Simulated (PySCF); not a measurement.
Isomers of C6H15NSi.

All values: PBE0/pcSseg-1 (PySCF) at GFN2-xTB geometries, gas phase, one conformer each.

**Question.** Rank by the lowest Hirshfeld charge on any atom, highest value first.
A. `[CH2:1]=[CH:2][C@:3]([CH3:4])([NH:5][CH3:6])[SiH2:7][CH3:8]` with C1–C2–C3–C4 -20°, C2–C3–N5–C6 62°, C2–C3–Si7–C8 57°
B. `[CH2:1]=[CH:2][Si@@H:3]([CH3:4])[NH:5][CH:6]([CH3:7])[CH3:8]` with C1–C2–Si3–C4 93°, C2–Si3–N5–C6 -171°, Si3–N5–C6–C7 -87°
C. `[CH2:1]=[CH:2][N:3]([CH2:4][SiH3:5])[CH:6]([CH3:7])[CH3:8]` with C1–C2–N3–C4 5°, C2–N3–C4–Si5 80°, C2–N3–C6–C7 69°

**Answer.** C (-0.175 e), A (-0.213 e), B (-0.238 e).

**Question.** Rank by dipole moment, highest first.
A. `[CH2:1]=[CH:2][Si@@H:3]([CH3:4])[NH:5][CH:6]([CH3:7])[CH3:8]` with C1–C2–Si3–C4 93°, C2–Si3–N5–C6 -171°, Si3–N5–C6–C7 -87°
B. `[CH2:1]=[CH:2][C@:3]([CH3:4])([NH:5][CH3:6])[SiH2:7][CH3:8]` with C1–C2–C3–C4 -20°, C2–C3–N5–C6 62°, C2–C3–Si7–C8 57°
C. `[CH2:1]=[CH:2][N:3]([CH2:4][SiH3:5])[CH:6]([CH3:7])[CH3:8]` with C1–C2–N3–C4 5°, C2–N3–C4–Si5 80°, C2–N3–C6–C7 69°
D. `[CH2:1]=[N:2][Si@H:3]([CH3:4])[C:5]([CH3:6])([CH3:7])[CH3:8]` with C1–N2–Si3–C4 -125°

**Answer.** C (1.79 D), D (0.98 D), B (0.78 D), A (0.60 D).

All values together:

```tsv
SMILES	μ (D)	HOMO (eV)	LUMO (eV)	lowest IAO charge (e)	highest IAO charge (e)	lowest Hirshfeld charge (e)	highest Hirshfeld charge (e)
C=CN(C[SiH3])C(C)C	1.79	-5.35	0.84	-0.448 (C)	+0.563 (Si)	-0.175 (C)	+0.300 (Si)
C=C[C@](C)(NC)[SiH2]C	0.78	-6.29	0.16	-0.713 (C)	+0.765 (Si)	-0.213 (C)	+0.334 (Si)
C=C[Si@@H](C)NC(C)C	0.60	-6.57	-0.18	-0.732 (C)	+1.030 (Si)	-0.238 (N)	+0.389 (Si)
C=N[Si@H](C)C(C)(C)C	0.98	-6.84	-0.69	-0.721 (C)	+1.006 (Si)	-0.217 (N/C)	+0.389 (Si)
```

Conformers: `[CH2:1]=[CH:2][N:3]([CH2:4][SiH3:5])[CH:6]([CH3:7])[CH3:8]` with C1–C2–N3–C4 5°, C2–N3–C4–Si5 80°, C2–N3–C6–C7 69°; `[CH2:1]=[CH:2][C@:3]([CH3:4])([NH:5][CH3:6])[SiH2:7][CH3:8]` with C1–C2–C3–C4 -20°, C2–C3–N5–C6 62°, C2–C3–Si7–C8 57°; `[CH2:1]=[CH:2][Si@@H:3]([CH3:4])[NH:5][CH:6]([CH3:7])[CH3:8]` with C1–C2–Si3–C4 93°, C2–Si3–N5–C6 -171°, Si3–N5–C6–C7 -87°; `[CH2:1]=[N:2][Si@H:3]([CH3:4])[C:5]([CH3:6])([CH3:7])[CH3:8]` with C1–N2–Si3–C4 -125°.
